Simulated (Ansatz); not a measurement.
Ansatz (a quantum-chemistry and plane-wave program) input (HF/6-31G* with LANL2DZ past Ar): The .json file joins the Basis Set Exchange's 6-31G* for atoms up to Ar and LANL2DZ past it.

Ansatz 0.2 input:
```yaml
crystal:
  periodic: [false, false, false]
  atoms:
    - {symbol: C, position_ang: [2.84184500, 0.28549300, -0.09654600]}
    - {symbol: C, position_ang: [1.43719000, -0.13264400, 0.13210000]}
    - {symbol: O, position_ang: [1.15341200, -1.21067600, 0.81160600]}
    - {symbol: O, position_ang: [0.48402300, 0.53077500, -0.32113100]}
    - {symbol: Ge, position_ang: [-1.41342400, 0.14917800, -0.13982100]}
    - {symbol: H, position_ang: [3.35369900, 0.39967400, 0.86236300]}
    - {symbol: H, position_ang: [3.36253500, -0.49131900, -0.66355900]}
    - {symbol: H, position_ang: [2.87112000, 1.22116700, -0.64600300]}
    - {symbol: H, position_ang: [1.93586000, -1.68411200, 1.13893100]}
    - {symbol: H, position_ang: [-1.60121200, 0.17425400, 1.37165400]}
    - {symbol: H, position_ang: [-1.93651100, 1.34390000, -0.91892800]}
    - {symbol: H, position_ang: [-1.52962800, -1.21515500, -0.80732100]}
basis:
  gaussian:
    orbitals: 6-31Gs+LANL2DZ.json
hamiltonian:
  xc: {name: HF}
total_charge: 1
relax: {f_tol: 0.003, max_steps: 120}
```

From the output:

```
mean field: 0.21 GiB planned
mean field -6338.80915403 eV, -232.9469398113 hartree, gradient 2.1e-5 eV, S^2 0.000000; 0 other end points of the search recorded, 0 dependent functions left out
the calculation of the forces begins
reference -6338.80915403 eV, -232.9469398113 hartree; 19, 19 occupied and 63, 63 virtual orbitals, 985 factors
relax step   5: F+E_penalty+E_count = -6338.80915403 eV  Δ(F+E_penalty+E_count) = -4.003e-4 eV  max|allowed force component| = 3.855e-2 eV/Å  Δτ_max = 0.0129 Å  (34 SCF iters, accepted)
these checks for a lower state are left out or cut short: starts, cluster_reference, orbital_swaps, neighbouring_geometries, increment
integrals: 0.03 GiB planned
985 factors; integrals over basis functions are off by at most 3.6e-4 eV
mean field: 0.21 GiB planned
mean field -6338.80924872 eV, -232.9469432912 hartree, gradient 1.3e-5 eV, S^2 0.000000; 0 other end points of the search recorded, 0 dependent functions left out
the calculation of the forces begins
reference -6338.80924872 eV, -232.9469432912 hartree; 19, 19 occupied and 63, 63 virtual orbitals, 985 factors
relax step   6: F+E_penalty+E_count = -6338.80924872 eV  Δ(F+E_penalty+E_count) = -9.469e-5 eV  max|allowed force component| = 2.736e-2 eV/Å  Δτ_max = 0.0061 Å  (26 SCF iters, accepted)
these checks for a lower state are left out or cut short: starts, cluster_reference, orbital_swaps, neighbouring_geometries, increment
integrals: 0.03 GiB planned
985 factors; integrals over basis functions are off by at most 3.6e-4 eV
mean field: 0.21 GiB planned
mean field -6338.80927844 eV, -232.9469443833 hartree, gradient 2.3e-5 eV, S^2 0.000000; 0 other end points of the search recorded, 0 dependent functions left out
the calculation of the forces begins
reference -6338.80927844 eV, -232.9469443833 hartree; 19, 19 occupied and 63, 63 virtual orbitals, 985 factors
relax step   7: F+E_penalty+E_count = -6338.80927844 eV  Δ(F+E_penalty+E_count) = -2.972e-5 eV  max|allowed force component| = 6.530e-3 eV/Å  Δτ_max = 0.0011 Å  (24 SCF iters, accepted)
these checks for a lower state are left out or cut short: starts, cluster_reference, orbital_swaps, neighbouring_geometries, increment
integrals: 0.03 GiB planned
985 factors; integrals over basis functions are off by at most 3.6e-4 eV
mean field: 0.21 GiB planned
mean field -6338.80928380 eV, -232.9469445805 hartree, gradient 6.4e-5 eV, S^2 0.000000; 0 other end points of the search recorded, 0 dependent functions left out
the calculation of the forces begins
reference -6338.80928380 eV, -232.9469445805 hartree; 19, 19 occupied and 63, 63 virtual orbitals, 985 factors
relax step   8: F+E_penalty+E_count = -6338.80928380 eV  Δ(F+E_penalty+E_count) = -5.366e-6 eV  max|allowed force component| = 2.858e-3 eV/Å  Δτ_max = 0.0009 Å  (22 SCF iters, accepted)
integrals: 0.03 GiB planned
985 factors; integrals over basis functions are off by at most 3.6e-4 eV
mean field: 0.21 GiB planned
mean field evaluation 64: about -6338.8048 eV, gradient 3.0e-1 eV
mean field -6338.80928380 eV, -232.9469445805 hartree, gradient 6.4e-5 eV, S^2 0.000000; 1 other end points of the search recorded, 0 dependent functions left out
the calculation of the forces begins
reference -6338.80928380 eV, -232.9469445805 hartree; 19, 19 occupied and 63, 63 virtual orbitals, 985 factors
Total energy: -6338.80928380 eV, -232.9469445805 hartree
Atom 0 at     2.843712     0.288179    -0.098224 Å, force     0.001716    -0.000450    -0.000806 eV/Å
Atom 1 at     1.438756    -0.152336     0.143732 Å, force    -0.000188     0.000987     0.001226 eV/Å
Atom 2 at     1.186393    -1.219622     0.816568 Å, force    -0.002329    -0.002858     0.000778 eV/Å
Atom 3 at     0.482499     0.487059    -0.294324 Å, force    -0.001071     0.000132    -0.000405 eV/Å
Atom 4 at    -1.406311     0.159619    -0.145765 Å, force     0.000634     0.000594     0.000083 eV/Å
Atom 5 at     3.352724     0.416107     0.851355 Å, force    -0.000633     0.000328     0.000246 eV/Å
Atom 6 at     3.364194    -0.476392    -0.666355 Å, force     0.000176     0.000017     0.000186 eV/Å
Atom 7 at     2.846985     1.216612    -0.646328 Å, force    -0.000020     0.000016    -0.000361 eV/Å
Atom 8 at     1.954117    -1.687505     1.138921 Å, force     0.001792     0.001306    -0.000816 eV/Å
Atom 9 at    -1.628454     0.182559     1.352139 Å, force    -0.000187    -0.000047     0.000199 eV/Å
Atom 10 at    -1.916130     1.350612    -0.921634 Å, force     0.000175     0.000041    -0.000160 eV/Å
Atom 11 at    -1.559576    -1.194358    -0.806739 Å, force    -0.000063    -0.000065    -0.000170 eV/Å
Dipole moment:     0.887051    -0.299568     0.215764 e Å
```

The dipole moment of an ion depends on the origin.

The geometry given is a B3LYP-D3(BJ)/def2-TZVP minimum.
